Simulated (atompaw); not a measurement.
Before and after: PAW (atompaw) potential for copper

atompaw 4.2.0.5 input, output lines left out:

```
Cu 29
GGA-PBE scalarrelativistic loggrid 1500 logderivrange -10 5 376
4 4 3 0 0 0
4 0 1
4 1 0
0 0 0
c
c
v
v
c
v
v
v
2
1.30 1.00 1.15 0.70
n
n
y
0.85
n
custom polynom gramschmidtortho gaussian
bessel
1.15
1.30
1.00
1.30
1.30
1.00
```

All-electron outer shells of the reference configuration (PBE, scalar-relativistic, ld1.x):

```tsv
shell	level (eV)	outermost node (bohr)	outermost maximum (bohr)
2s	-1062.47	0.07	0.20
2p	-916.98	–	0.16
3s	-114.70	0.29	0.61
3p	-72.14	0.26	0.62
3d	-5.04	–	0.60
4s	-4.61	0.89	2.27
4p	-0.70	0.97	3.65
```

Change: core [Ne] 3s2, valence charge 17; reference 3p6 3d10 4s0.75 4p0.25; waves now 4s (bound): rc 2.20 bohr; 4s channel at -0.05 Ry: rc 2.20 bohr; 3p (bound): rc 1.10 bohr; 4p (bound): rc 2.20 bohr; 3d (bound): rc 1.45 bohr; 3d channel at 0.15 Ry: rc 1.45 bohr; local potential bessel scheme, radius 2.15 bohr; core correction smooth core density matched at 1.15 bohr; augmentation gaussian compensation charge, radius 2.05 bohr; PAW radius 2.20 bohr; waves and projectors: custom polynom gramschmidtortho.

Cutoffs: the cutoffs (Ry, on a coarse ladder) from which the occupation-weighted sum of valence levels, in a spherical-Bessel basis at the reference potential, stays within 10 and 1 mRy of its value at 400 Ry; they do not see the model core or the augmentation charge, which bear on the density cutoff.

Problem. What does the change do?

Solution. The potential gets neither clearly harder nor softer (110 Ry and 160 Ry → 100 Ry and 160 Ry); the p channel sets the loose cutoff, while the largest relative change is in s, which becomes softer; neither file shows a bound ghost. Several settings change at once here, so the effects cannot be laid on one of them.

| quantity | base | changed |
| --- | --- | --- |
| cutoff, loose | 110 Ry | 100 Ry |
| cutoff, tight | 160 Ry | 160 Ry |
| loose cutoff by channel (10 mRy a level) | s 35 Ry, p 70 Ry, d 50 Ry | s 6 Ry, p 55 Ry, d 40 Ry |
| bound ghosts | none | none |
| lowest overlap eigenvalue by channel | s 0.78, p 0.58, d 0.22 | s 0.24, p 0.58, d 0.99 |

 The cutoffs see the waves, projectors and local potential, not the compensation charge or the core.
